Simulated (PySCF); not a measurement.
**ScOCl at several levels of theory**

All levels use the PBE0 minimum (singlet; Sc–Cl 2.358 Å, Sc–O 1.659 Å; Cl–Sc–O 126.3°), basis [Sc def2-TZVP, O def2-TZVP, Cl def2-TZVP], no relativity, density fitting, no spin–orbit coupling, PySCF. For vertical energies the ionised species is a doublet (spins chosen at PBE0 and kept) and the electron-attached one a doublet. Atomisation goes to high-spin ground-configuration atoms, without zero-point energy. Open shells are unrestricted, also as the reference of the correlated levels. A dash marks a value that was not computed or is not defined at that level.

| level | atomisation (kJ/mol) | vertical IP (eV) | vertical EA (eV) | −ε(HOMO) (eV) | gap (eV) | dipole (D) |
| --- | --- | --- | --- | --- | --- | --- |
| PBE0 | 1129 | 9.99 | 1.07 | 7.76 | 5.35 | 6.06 |
| HF | 651 | 8.27 | 0.90 | 11.26 | 10.68 | 6.92 |
| MP2 | 1193 | 10.92 | 0.91 | – | – | – |
| PBE | 1223 | 9.75 | 1.01 | 6.30 | 3.23 | 5.73 |
| CCSD(T) | 1086 | – | – | – | – | – |
| r2SCAN | 1192 | 9.84 | – | 6.57 | 4.03 | 5.99 |

For ScOCl itself CCSD(T) correlates 24 electrons; T1 = 0.022, D1 = 0.060, (T) = -98 kJ/mol.

**Question.** Which levels differ least and most from CCSD(T) in the atomisation?

**Answer.** Least: PBE0 (+43 kJ/mol); most: HF (-435 kJ/mol). CCSD(T) atomisation energies in a triple-zeta basis lie tens of kJ/mol low, so this is no ranking by accuracy.

Without diffuse functions attachment energies tend to come out too low.
